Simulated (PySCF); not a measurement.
A structure optimised at PBE-D3(BJ)/def2-SVP, used in a PySCF frequency run:

```
N
H 1 1.0278
C 1 1.4681 2 110.31
H 3 1.1089 1 109.60 2 51.10
H 3 1.1141 4 106.30 1 -118.00
C 1 1.4684 2 110.17 3 -126.00
H 6 1.1085 1 109.59 2 -54.66
H 6 1.1123 7 106.49 1 117.69
Si 3 1.9334 4 112.94 5 -118.65
F 9 1.6528 3 112.38 4 97.23
H 9 1.5057 10 106.66 3 123.53
Si 6 1.9477 7 112.58 8 120.21
H 12 1.5059 6 117.22 7 -87.20
H 12 1.5073 13 109.48 6 -124.52
```
Charge 0, spin multiplicity 1.

### Question
Write its SMILES and formula.

### Answer
F[Si@@H]1CNC[SiH2]1, C2H8FNSi2

### Question
What are its rotational constants (standard atomic weights)?

### Answer
3.1473, 1.8920, 1.3556 GHz
